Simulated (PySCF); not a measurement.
# Shieldings and the share of exact exchange

Molecule: `C1=C[SiH2]O[SiH2]1`, C2H6OSi2.

Numbering as in the mapped SMILES `[CH:1]1=[CH:2][SiH2:3][O:4][SiH2:5]1`. Hydrogens are named by the atom that carries them.

GIAO shieldings (ppm, equivalent atoms averaged) in PySCF on the PBE0-D3(BJ)/def2-SVP geometry, basis pcSseg-2, gas phase, non-relativistic:

| functional | exact exchange (%) | σ(Si3/Si5) | σ(O4) |
| --- | --- | --- | --- |
| BLYP | 0 | 328.7 | 293.6 |
| BP86 | 0 | 334.0 | 296.7 |
| PBE | 0 | 334.5 | 296.5 |
| B3LYP | 20 | 342.9 | 300.6 |
| mPW1PW91 | 25 | 352.5 | 304.4 |
| BHandHLYP | 50 | 365.1 | 309.3 |
| HF | 100 | 406.1 | 321.9 |

(1) Fit each shielding as a line in the percentage of exact exchange.

(2) What does the line predict for PBE0 (25 %), and what does the run give?

Answers

(1) σ(Si3/Si5) = 331.7 + 0.73 x (rms 2.7 ppm); σ(O4) = 295.9 + 0.26 x (rms 1.2 ppm). The functionals also differ in their semilocal parts, which the line can't hold; Hartree–Fock has no correlation at all.

(2) σ(Si3/Si5): 349.9 predicted, 353.0 computed; σ(O4): 302.4 predicted, 304.8 computed ppm.
